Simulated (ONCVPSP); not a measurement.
## An all-electron radial function and its pseudo partner (Ca (Z = 20))

Columns: radius, all-electron u(r) and pseudo u(r) of the 3p shell (level -28.01 eV) of calcium in the configuration [Ne] 3s2 3p6 4s2; PBE, scalar-relativistic, ONCV scheme, ONCVPSP 4.0.1.

```json
{"r (bohr)": "0.113", "all-electron": "-0.3604", "pseudo": "0.0283"}
{"r (bohr)": "0.225", "all-electron": "-0.4620", "pseudo": "0.1111"}
{"r (bohr)": "0.338", "all-electron": "-0.2392", "pseudo": "0.2404"}
{"r (bohr)": "0.450", "all-electron": "0.0915", "pseudo": "0.3933"}
{"r (bohr)": "0.563", "all-electron": "0.4069", "pseudo": "0.5504"}
{"r (bohr)": "0.675", "all-electron": "0.6512", "pseudo": "0.6952"}
{"r (bohr)": "0.788", "all-electron": "0.8191", "pseudo": "0.8198"}
{"r (bohr)": "0.900", "all-electron": "0.9138", "pseudo": "0.9074"}
{"r (bohr)": "1.013", "all-electron": "0.9509", "pseudo": "0.9482"}
{"r (bohr)": "1.125", "all-electron": "0.9447", "pseudo": "0.9443"}
{"r (bohr)": "1.238", "all-electron": "0.9086", "pseudo": "0.9086"}
{"r (bohr)": "1.350", "all-electron": "0.8541", "pseudo": "0.8540"}
{"r (bohr)": "1.463", "all-electron": "0.7885", "pseudo": "0.7885"}
{"r (bohr)": "1.575", "all-electron": "0.7188", "pseudo": "0.7188"}
{"r (bohr)": "1.688", "all-electron": "0.6480", "pseudo": "0.6479"}
{"r (bohr)": "1.800", "all-electron": "0.5799", "pseudo": "0.5798"}
{"r (bohr)": "1.913", "all-electron": "0.5150", "pseudo": "0.5150"}
{"r (bohr)": "2.025", "all-electron": "0.4555", "pseudo": "0.4554"}
{"r (bohr)": "2.138", "all-electron": "0.4006", "pseudo": "0.4006"}
{"r (bohr)": "2.250", "all-electron": "0.3515", "pseudo": "0.3515"}
{"r (bohr)": "2.363", "all-electron": "0.3071", "pseudo": "0.3071"}
{"r (bohr)": "2.475", "all-electron": "0.2680", "pseudo": "0.2680"}
{"r (bohr)": "2.588", "all-electron": "0.2331", "pseudo": "0.2331"}
{"r (bohr)": "2.700", "all-electron": "0.2028", "pseudo": "0.2027"}
{"r (bohr)": "2.813", "all-electron": "0.1759", "pseudo": "0.1759"}
{"r (bohr)": "2.925", "all-electron": "0.1527", "pseudo": "0.1526"}
```

How many radial nodes do the two functions have?

The all-electron 3p function has n − l − 1 = 1; the pseudo-wave has 0, since the states of the same l below it are removed with the core.

At about which radius was the pseudo-wave matched?

1.35 bohr. The columns agree to 0.0005 from 1.12 bohr on; several derivatives are matched, so the curves merge somewhat inside the radius.

Where does each function peak?

Outermost all-electron maximum near 1.01 bohr, pseudo maximum near 1.01 bohr (to the table’s step).

Is the pseudo-wave norm-conserving?

Yes: the ONCV scheme keeps the norm inside the radius equal to the all-electron one, which fixes the energy derivative of the logarithmic derivative at the level.
